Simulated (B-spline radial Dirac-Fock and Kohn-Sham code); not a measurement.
**K-shell conversion coefficients of Hg against transition energy**

Calculated with a radial finite-basis atomic code, using a Dirac-Hartree-Slater potential of the neutral atom with a Latter tail (no hole, which puts coefficients of high multipoles low close above an edge), finite nucleus with surface currents. Subshells within 1 keV of threshold and pair formation are left out.

```tsv
energy (keV)	E1	E3	E4	E5	M2	M4
92.7	0.406	0.490	0.335	0.236	57.3	124
100	0.337	0.728	0.821	0.984	43.9	164
104	0.306	0.816	1.09	1.55	38.3	174
112	0.255	0.918	1.53	2.75	29.5	175
141	0.144	0.853	2.03	5.17	13.2	117
200	0.0606	0.453	1.26	3.72	4.00	38.1
215	0.0507	0.385	1.08	3.20	3.13	29.3
226	0.0450	0.342	0.965	2.85	2.65	24.3
259	0.0324	0.246	0.692	2.02	1.69	14.5
323	0.0193	0.142	0.388	1.08	0.828	6.14
500	0.00741	0.0488	0.119	0.288	0.215	1.15
972	0.00204	0.0111	0.0220	0.0419	0.0328	0.112
1000	0.00194	0.0104	0.0205	0.0388	0.0304	0.102
1340	0.00116	0.00572	0.0104	0.0181	0.0141	0.0411
2000	0.000593	0.00259	0.00434	0.00683	0.00517	0.0131
2090	0.000553	0.00238	0.00395	0.00617	0.00464	0.0116
```

Q: How fast do they fall between 1340 and 2090 keV?

A: As powers of the energy: E1 E^-1.67, E3 E^-1.98, E4 E^-2.18, E5 E^-2.42, M2 E^-2.50, M4 E^-2.85. Within one type (E or M) the higher multipoles fall faster.
